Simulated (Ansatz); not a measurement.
Program: Ansatz. Geometries: PBE0-D4/def2-TZVP. ΔE: electronic, gas phase. CCSD(T)/CBS is the MP2 limit (def2-TZVPP, def2-QZVPP) plus CCSD(T) − MP2 in def2-TZVPP, frozen cores. This one scheme is used for every species. DFT in def2-TZVPP. HSE06 is defined as in plane-wave codes. One conformer a species, not always the lowest.

`BOC=N` + `C=C[SiH2]N` → `BN[SiH2]C=C` + `N=CO`  (ligand exchange at a B–O bond)

```
             level  ΔE (eV)
          HSE06-D4    -0.38
          BHLYP-D4    -0.29
SCS-MP2/def2-TZVPP    -0.31
     MP2/CBS(def2)    -0.34
```

(1) What does CCSD(T)/CBS give? (An estimate is asked.)

(2) What do rigid-rotor, harmonic-oscillator terms from PBE0-D4/def2-TZVP frequencies (298.15 K, 1 bar) make of the CCSD(T)/CBS value? (Estimate.)

Largest T1 diagnostic among the species: 0.015.

Answers

(1) Computed: -0.32 eV. The listed levels differ from it by -0.06, 0.03, 0.01, -0.02 eV.

(2) Ansatz gave: ΔZPE = +0.05 eV, ΔH = -0.28 eV, ΔS = -7 J/(mol·K), ΔG = -0.26 eV.

Leaving LDA and LC-ωPBE aside and taking each functional with its dispersion term where it has one, the values, not all of them listed here, spread over 0.10 eV, from PBE-D4 to BHLYP-D4. At CCSD(T), def2-SVP lies −0.04 eV from the extrapolated value and def2-TZVPP −0.01 eV.
